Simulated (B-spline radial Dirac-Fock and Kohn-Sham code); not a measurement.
**The M5 (3d5/2) level from Pr to Re**

Model: Dirac-Fock ΔSCF + Breit + QED. Program: a B-spline atomic structure program. Free neutral atoms, energies in eV. Correlation energy is missing from these numbers. Relaxation, Breit and QED are contributions to the binding energy. "Screened" places the removed electron in the lowest shell with room, a model of an edge from the Fermi level; tabulated edges (Elam, Ravel and Sieber 2002) are for the standard state, and for monatomic gases they compare with the unscreened value. A dash: no value, or a hole state left out as unreliable.

| Z | element | binding | relaxation | Breit | QED | screened | tabulated edge |
| --- | --- | --- | --- | --- | --- | --- | --- |
| 59 | Pr | 933.5 | -22.7 | -0.60 | 0.09 | 927.8 | 928.8 |
| 60 | Nd | 982.9 | -23.8 | -0.68 | 0.10 | 977.3 | 980.4 |
| 61 | Pm | 1033.1 | -24.8 | -0.76 | 0.10 | 1027.6 | 1027 |
| 62 | Sm | 1084.2 | -25.7 | -0.84 | 0.10 | 1078.8 | 1083.4 |
| 63 | Eu | 1136.3 | -26.7 | -0.93 | 0.10 | 1130.9 | 1127.5 |
| 64 | Gd | 1198.6 | -26.7 | -1.00 | 0.11 | 1192.2 | 1189.6 |
| 65 | Tb | 1243.1 | -28.5 | -1.12 | 0.11 | 1238.0 | 1241.1 |
| 66 | Dy | 1298.0 | -29.4 | -1.21 | 0.11 | 1293.0 | 1292 |
| 67 | Ho | 1353.8 | -30.3 | -1.32 | 0.11 | 1349.0 | 1351 |
| 68 | Er | 1410.6 | -31.2 | -1.43 | 0.11 | 1405.9 | 1409 |
| 69 | Tm | 1468.4 | -32.1 | -1.54 | 0.12 | 1463.8 | 1468 |
| 70 | Yb | 1527.2 | -32.9 | -1.66 | 0.12 | 1522.7 | 1528 |
| 71 | Lu | 1596.9 | -33.1 | -1.76 | 0.12 | 1591.3 | 1589 |
| 72 | Hf | 1668.4 | -33.2 | -1.87 | 0.13 | 1661.7 | 1662 |
| 73 | Ta | 1741.6 | -33.3 | -1.99 | 0.14 | 1733.9 | 1735 |
| 74 | W | 1816.7 | -33.4 | -2.11 | 0.14 | 1807.9 | 1809 |
| 75 | Re | 1893.5 | -33.6 | -2.25 | 0.15 | 1883.7 | 1883 |

Task: With what power of Z do the binding energy and the Breit term grow over this range?

Result: Between the end points the binding energy grows as Z^2.95 and the Breit term as Z^5.51.

Values without a named source are computed, but for edge energies of neutral atoms, which are taken from tables.
